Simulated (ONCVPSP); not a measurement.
What one change does to a pseudopotential (chlorine, ONCV)

Cl, optimised norm-conserving Vanderbilt (ONCV), made with ONCVPSP 4.0.1 (PBE, scalar-relativistic). Core [Ne], reference 3s2 3p3.5 (charge +1.5). Waves: 3s: rc 1.00 bohr, ncon 3, nbas 6, qcut 6.4 1/bohr, 2 projectors, debl 2.1 Ha; 3p: rc 1.40 bohr, ncon 4, nbas 8, qcut 6.9 1/bohr, 1 projector. Local part: polynomial inside 0.90 bohr (lpopt 5, dvloc0 4 Ha). Core correction: none.

Change: p: rc 1, qcut 9.7.

Cutoffs: the cutoffs (Ha) at which the residual kinetic energy of the hardest occupied pseudo-wave falls to 1 and 0.1 mHa per electron; they do not see the model core or the augmentation charge, which bear on the density cutoff. Errors are all-electron minus pseudo energies relative to the spin-unpolarised reference configuration.

Q: Predict the effect on cutoff, ghosts and configuration errors.

A: The potential gets harder (47 Ha and 139 Ha → 50 Ha and 192 Ha); both files keep a bound ghost (s); of the 4 tests that both files solve, the error grows in 2 and shrinks in 0 by more than 15 % and 0.3 meV (median size 5.1 → 6.3 meV).

```csv
quantity,base,changed
"cutoff, loose",47 Ha,50 Ha
"cutoff, tight",139 Ha,192 Ha
loose cutoff by channel,"s 47 Ha, p 14 Ha","s 47 Ha, p 50 Ha"
bound ghosts,s,s
GHOST(+) flags under 300 eV,none,none
"error for 3s2 3p5, meV [ΔE -25.07 eV]",+13,+13
"error for 3s2 3p4, meV [ΔE -11.19 eV]",+2.7,+2.5
"error for 3s2 3p3, meV [ΔE 14.26 eV]",+1.4,+1.8
"error for 3s1 3p6, meV [ΔE -12.91 eV]",+7.5,+10
s: phases at 1.02 bohr within 0.05 rad from the reference energy up to (Ha; the scan ends near 5),to the end of the scan,to the end of the scan
```

 A true bound ghost makes a file unfit for plane-wave use even where its test errors are small: the radial tests pick states by their node count and pass the ghost by.
